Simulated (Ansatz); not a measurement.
Wavefunction ladder for C4H10F3GeN, SMILES `CC[N](CC)[Ge]([F])([F])[F]`

Cartesian coordinates in Å:
```
C -0.783 -1.652 1.501
C 0.302 -0.590 1.453
N 0.387 0.145 0.197
C -0.702 1.070 -0.077
C -0.450 1.924 -1.302
Ge 1.368 -0.527 -1.130
F 2.443 0.590 -1.853
F 2.343 -1.795 -0.523
F 0.507 -1.173 -2.468
H -0.609 -2.421 0.743
H -0.791 -2.141 2.478
H -1.775 -1.228 1.334
H 0.139 0.150 2.247
H 1.273 -1.048 1.654
H -0.804 1.717 0.803
H -1.656 0.540 -0.194
H 0.478 2.489 -1.208
H -0.398 1.319 -2.214
H -1.271 2.629 -1.440
```

Total charge 0; spin multiplicity 1. Correlated methods include outer-core shells of Ge, which these sets cover unevenly. Scalar relativity is left out up to krypton. The geometry is a stationary point of PBE0-D4/def2-TZVP. It is one conformer, not always the lowest. Frozen core, restricted reference, the Gaussian-basis code of Ansatz.

| basis | HF (Eh) | MP2 corr. | CCSD corr. | (T) | CCSD(T) total |
| --- | --- | --- | --- | --- | --- |
| def2-SVP | ? | -1.52478 | ? | -0.03949 | ? |
| def2-TZVPP | -2585.78404 | -1.90620 | ? | -0.06973 | ? |
| def2-QZVPP | -2585.85115 | ? | – | – | – |

Fill in the withheld values. (Estimate.)

Ansatz gave: def2-SVP HF (Eh): -2584.89536; def2-SVP CCSD corr.: -1.58033; def2-SVP CCSD(T) total: -2586.51518; def2-TZVPP CCSD corr.: -1.94614; def2-TZVPP CCSD(T) total: -2587.79991; def2-QZVPP MP2 corr.: -2.29948.
